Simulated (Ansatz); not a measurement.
The cluster W4, 4 atoms. Hardware: 4 threads of Arm Neoverse V2 on a shared host.

In the def2 sets W takes a core potential; there is no spin–orbit coupling.

(1) How many basis functions does each of these Ansatz runs have, and roughly what does it cost? PBE with 15 % exact exchange/def2-TZVP, charge 0 singlet, energy, from earlier orbitals; r2SCAN-D4/def2-TZVP, charge 0 quintet, energy, from earlier orbitals; PBE with 35 % exact exchange/def2-TZVP, charge 0 singlet, energy, from earlier orbitals; ωB97X-V/def2-TZVP, charge 0 quintet, energy, from earlier orbitals; PBE0-D4/def2-SVP, charge 1 doublet, relaxation, 7 steps; PBE0-D4/def2-TZVP, charge 1 doublet, energy, from earlier orbitals; PBE0-D4/def2-SVP, charge 0 unrestricted singlet, energy with a search over starts; PBE0-D4/def2-TZVP, charge 0 singlet, energy, from earlier orbitals; PBE0-D4/def2-SVP, charge 0 singlet, relaxation, 18 steps; PBE-D4/def2-TZVP, charge 0 quintet, energy, from earlier orbitals; r2SCAN0-D4/def2-TZVP, charge 0 triplet, energy, from earlier orbitals; PBE with 5 % exact exchange/def2-TZVP, charge 0 quintet, energy, from earlier orbitals.

Results:

(1) Other jobs shared the machine, so times can vary by a factor of up to 3. A dash marks memory too small to be measured apart from the calling script's.

| run | functions | fitting or Cholesky vectors | wall time | peak host memory (GiB) |
| --- | --- | --- | --- | --- |
| PBE with 15 % exact exchange/def2-TZVP, charge 0 singlet, energy, from earlier orbitals | 160 | 1472 | 2.8 s | – |
| PBE0-D4/def2-TZVP, charge 0 singlet, energy, from earlier orbitals | 160 | 1600 | 3.1 s | – |
| PBE with 35 % exact exchange/def2-TZVP, charge 0 singlet, energy, from earlier orbitals | 160 | 1692 | 3.1 s | – |
| PBE-D4/def2-TZVP, charge 0 quintet, energy, from earlier orbitals | 160 | 1296 | 6 s | – |
| PBE with 5 % exact exchange/def2-TZVP, charge 0 quintet, energy, from earlier orbitals | 160 | 1296 | 7.5 s | 0.58 |
| PBE0-D4/def2-TZVP, charge 1 doublet, energy, from earlier orbitals | 160 | 1600 | 8 s | 0.63 |
| r2SCAN-D4/def2-TZVP, charge 0 quintet, energy, from earlier orbitals | 160 | 1296 | 15 s | – |
| r2SCAN0-D4/def2-TZVP, charge 0 triplet, energy, from earlier orbitals | 160 | 1600 | 16 s | 0.76 |
| PBE0-D4/def2-SVP, charge 0 unrestricted singlet, energy with a search over starts | 128 | 1388 | 18 s | 0.72 |
| PBE0-D4/def2-SVP, charge 1 doublet, relaxation, 7 steps | 128 | 1396 | 33 s | – |
| PBE0-D4/def2-SVP, charge 0 singlet, relaxation, 18 steps | 128 | 1368 | 58 s | – |
| ωB97X-V/def2-TZVP, charge 0 quintet, energy, from earlier orbitals | 160 | 1520 | 71 s | 1.3 |
